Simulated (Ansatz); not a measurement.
Stepwise reaction of `[OH][In]([Br])[Br]` with water, as a gas-phase model of exchange steps in deposition or etching. ΔE in kJ/mol.

Calculated with Ansatz (gas phase, PBE0-D4/def2-TZVP geometries, no zero-point term in ΔE). CCSD(T)/CBS adds triple-zeta CCSD(T) − MP2 to the extrapolated MP2 energy (def2 sets, frozen cores). This one scheme is used for every species. DFT in def2-TZVPP. B3LYP here is the variant with VWN-RPA as its local correlation; programs differ in this. Elements past krypton have def2 core potentials. For Br, In outer-core shells are correlated without core-valence functions, which leaves a few kJ/mol of doubt a bond. Scalar relativity is left out up to krypton. One conformer a species, not always the lowest.

```
step                                                 reaction  PBE-D4  B3LYP-D4  ωB97M-V  CCSD(T)/CBS
   1  `[OH][In]([Br])[Br]` + H₂O → `[OH][In]([OH])[Br]` + HBr   102.0     105.9    106.4        107.7
```

(1) Give the row of step 2, `[OH][In]([OH])[Br]` + H₂O → `[OH][In]([OH])[OH]` + HBr. (An estimate is asked.)

(2) By hand: ΔE of the 2 steps together at CCSD(T)/CBS.

## Answers

(1) Computed: 
| step | reaction | PBE-D4 | B3LYP-D4 | ωB97M-V | CCSD(T)/CBS |
| --- | --- | --- | --- | --- | --- |
| 2 | `[OH][In]([OH])[Br]` + H₂O → `[OH][In]([OH])[OH]` + HBr | 105.3 | 108.4 | 109.5 | 110.0 |

(2) (107.7) + (110.0) = 217.7 kJ/mol, or 108.8 kJ/mol a step.

In ΔE the steps differ by no more than 2.3 kJ/mol. All are uphill at CCSD(T)/CBS. PBE-D4 differs from CCSD(T)/CBS by -5.7 to -4.7 kJ/mol a step. Isolated molecules leave out the surface, adducts and barriers. Largest T1 diagnostic: 0.017.
